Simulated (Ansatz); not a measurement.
```xyz
7

C    -0.0485    0.0438   -0.6948
N    -0.0261    0.0459    0.7161
H     0.0226   -1.0219   -1.1546
H    -0.9165    0.5319   -1.0954
H     0.8374    0.5599   -1.0614
H    -0.8398   -0.4023    1.1596
H     0.8589   -0.4363    1.1266
```

Basis set: 6-31G* (spherical functions). Left uncorrelated: 2 orbitals. Charge 0, multiplicity 1.

Computed with Ansatz (development build ahead of 0.2.0); each method stands on the lowest determinant of its kind that the runs found. Restricted open shells among the atoms or ions are ROHF, correlated in semicanonical orbitals with singles.

(1) Give the atomization energy at this shape (free ground-state atoms in the same class of orbitals less the molecule, no zero-point energy) of singlet CH₅N by RHF-MP2, RHF.

Results:

(1)

```tsv
method	atomization energy
RHF-MP2	22.22 eV
RHF	17.62 eV
```

Caution: the shape is not the minimum.
